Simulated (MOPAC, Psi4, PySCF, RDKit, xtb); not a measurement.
Two geometries of SMILES CCCC#N (C4H7N), relaxed at B3LYP-D3(BJ)/def2-SVP with one dihedral held; other torsions can differ between them too.

Structure A

```
12

C      1.3653     0.4138    -0.0179
C      0.2419    -0.2994     0.7299
C     -0.9566    -0.6037    -0.1868
C     -2.0506    -1.2881     0.5033
N     -2.9027    -1.8296     1.0715
H      2.2142     0.6244     0.6500
H      1.7413    -0.1975    -0.8547
H      1.0219     1.3744    -0.4360
H     -0.1036     0.3147     1.5776
H      0.6097    -1.2444     1.1623
H     -0.6382    -1.2312    -1.0369
H     -1.3527     0.3304    -0.6209
```

Structure B

```
12

C     -1.3829     0.4034    -0.0135
C     -0.2304    -0.2813     0.7173
C      0.9669    -0.6002    -0.2086
C      1.9488     0.4841    -0.2726
N      2.7136     1.3541    -0.2955
H     -2.2140     0.6261     0.6733
H     -1.7750    -0.2366    -0.8206
H     -1.0605     1.3551    -0.4671
H      0.1160     0.3294     1.5656
H     -0.5867    -1.2323     1.1459
H      1.5014    -1.4961     0.1487
H      0.6221    -0.8314    -1.2302
```

Problem. Which is lower in energy at the level Psi4 with DF-MP2 (frozen core)/cc-pVTZ // B3LYP-D3(BJ)/def2-SVP, and by how much?

Solution. A is lower, by 1.42 kcal/mol (dihedral C1–C2–C3–C4: 180° in A, 90° in B).

E(B) − E(A) in kcal/mol at the other levels, on the same two geometries: MMFF94 // B3LYP-D3(BJ)/def2-SVP (RDKit) 1.20; PBE0/def2-TZVP // B3LYP-D3(BJ)/def2-SVP (Psi4) 1.42; PBE0-D3(BJ)/def2-TZVP // B3LYP-D3(BJ)/def2-SVP (Psi4) 1.33; PBE/def2-TZVP // B3LYP-D3(BJ)/def2-SVP (Psi4) 1.34; PBE-D3(BJ)/def2-TZVP // B3LYP-D3(BJ)/def2-SVP (Psi4) 1.25; HF/cc-pVTZ // B3LYP-D3(BJ)/def2-SVP (Psi4) 1.66; UFF // B3LYP-D3(BJ)/def2-SVP (RDKit) 1.95; PM7, restricted, heats of formation // B3LYP-D3(BJ)/def2-SVP (MOPAC) 0.69; PM3, restricted, heats of formation // B3LYP-D3(BJ)/def2-SVP (MOPAC) 0.87; GFN1-xTB // B3LYP-D3(BJ)/def2-SVP (xtb) 0.67; restricted B3LYP/6-31G*, spherical d // B3LYP-D3(BJ)/def2-SVP (PySCF) 1.52; restricted M06-2X/6-31G*, spherical d // B3LYP-D3(BJ)/def2-SVP (PySCF) 1.44; restricted Hartree-Fock/LANL2DZ // B3LYP-D3(BJ)/def2-SVP (PySCF) 1.62; restricted BP86/6-31G*, spherical d // B3LYP-D3(BJ)/def2-SVP (PySCF) 1.48.
